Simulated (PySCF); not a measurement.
Cr(O)2(F)2 anion (CrF2O2), SMILES [F][Cr]([F])(=[O])=[O] (connectivity only; charge and spin as stated), charge -1, multiplicity 2.

Geometry optimised at B3LYP-D3(BJ)/def2-SVPD. The spin state was assumed, not searched. The isomer is the one that the SMILES or the coordinates give; other isomers of the formula were not compared.

All values below come from PBE/def2-SVPD run with PySCF.

Isolated molecule, no solvent. A positive occupied level means that this level leaves the electron formally unbound; only the finite basis holds it.

```json
{
  "total_energy": "-1393.92780 hartree",
  "point_group": "C2v",
  "α spin, highest occupied and lowest empty level": "0.15 and 1.16 eV",
  "β spin, highest occupied and lowest empty level": "-2.19 and 1.58 eV",
  "dipole_moment_about_the_centre_of_nuclear_charge": "0.07 D",
  "mean_static_polarisability": "49.1 bohr³ (7.27 Å³)",
  "polarisability_principal_values": "41.9, 48.6, 56.8 bohr³",
  "⟨S²⟩": "0.759 (pure state 0.75)"
}
```
